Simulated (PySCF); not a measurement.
A PySCF script (with the pyscf-properties extension) for the NMR shieldings of SMILES [Si@@H]1(C#N)N(C)CC[SiH2]S1, C4H10N2SSi2, on a GFN2-xTB geometry:

```python
import basis_set_exchange as bse
import numpy as np
from pyscf import gto, dft
from pyscf.prop import nmr

atoms = """
C     2.184294    0.033464    0.566848
N     1.009390    0.326877   -0.218972
C     0.344665   -0.839792   -0.761712
C    -0.594616   -1.540391    0.231782
Si   -2.139134   -0.520269    0.682841
S    -1.562701    1.432411    1.402014
Si    0.082983    1.748664    0.036571
C    -0.673600    2.107507   -1.634930
N    -1.192356    2.316780   -2.634090
H     2.646135    0.964215    0.884976
H     1.955591   -0.559277    1.458851
H     2.899973   -0.523277   -0.043145
H     1.116836   -1.541958   -1.096078
H    -0.225563   -0.528517   -1.642702
H    -0.030535   -1.794608    1.131431
H    -0.911005   -2.484100   -0.212971
H    -2.851294   -1.099290    1.811754
H    -2.962310   -0.327037   -0.507516
H     0.893443    2.837848    0.537585
"""
names = dict.fromkeys(["C", "N", "Si", "S", "H"], "pcSseg-1")
basis = {el: gto.basis.parse(bse.get_basis(n, elements=[el], fmt="nwchem")) for el, n in names.items()}
mol = gto.M(atom=atoms, basis=basis, charge=0, verbose=0)
mf = dft.RKS(mol, xc="PBE0")
mf.grids.level = 2
mf.grids.alignment = dft.numint.BLKSIZE   # the property module wants whole blocks of grid points
mf.conv_tol = 1e-9
mf.kernel()

calc = nmr.RKS(mf)   # GIAO
C = mf.mo_coeff
Co = C[:, mf.mo_occ > 0]
resp = mf.gen_response(singlet=True, hermi=2)
def vind(x):   # induced exchange potential for any number of trial vectors
    d = np.einsum("pi,xij,qj->xpq", C, 2 * x.reshape(-1, C.shape[1], Co.shape[1]), Co, optimize=True)
    return np.einsum("xpq,pi,qj->xij", resp(d - d.transpose(0, 2, 1)), C, Co, optimize=True).ravel()
mo1, _ = nmr.rhf.solve_mo1(calc, with_cphf=vind)
sigma = calc.kernel(mo1)
for i, s in enumerate(sigma):   # ppm
    print("%2d %-2s %9.2f" % (i, mol.atom_pure_symbol(i), np.trace(s) / 3))
```

Task: What does it print?

Result: 
```
 0 C     148.59
 1 N     226.76
 2 C     136.48
 3 C     178.57
 4 Si    379.22
 5 S     743.32
 6 Si    388.87
 7 C      63.11
 8 N     -91.28
 9 H      28.98
10 H      28.68
11 H      29.25
12 H      28.71
13 H      27.70
14 H      30.37
15 H      31.46
16 H      26.74
17 H      26.27
18 H      26.56
```

These numbers come from an equivalent density-fitted implementation of the same equations, which agrees with the script to about 0.01 ppm for H and up to a few tenths of a ppm for heavy atoms, so last digits may differ.

Task: Turn these shieldings into chemical shifts. δ = σ(ref) − σ, references computed at the same level: TMS for 13C (σ = 186.93 ppm) and 29Si (σ = 349.16 ppm) and 1H (σ = 31.72 ppm); 15N (σ = 267.73 ppm) vs NH3; CS2 for 33S (σ = 503.73 ppm).

Result: Averaging equivalent atoms: C 7: 123.8; C 2: 50.4; C 0: 38.3; C 3: 8.4; N 8: 359.0; N 1: 41.0; Si 4: -30.1; Si 6: -39.7; S 5: -240; H 17: 5.45; H 18: 5.16; H 16: 4.97; H 13: 4.02; H 12: 3.01; H 9/10/11: 2.75; H 14: 1.35; H 15: 0.26 ppm. Experimental scales use liquid or dissolved standards, which lie at an offset from isolated NH3 (liquid NH3: subtract about 20 ppm). Unscaled 15N shifts of sp2 nitrogen come out 20 to 40 ppm too high even then.

Size and cost of the density-fitted run: 224 basis functions, 58 s wall time on 1 thread of an Arm Neoverse V1, shared host; peak memory 1.1 GiB.
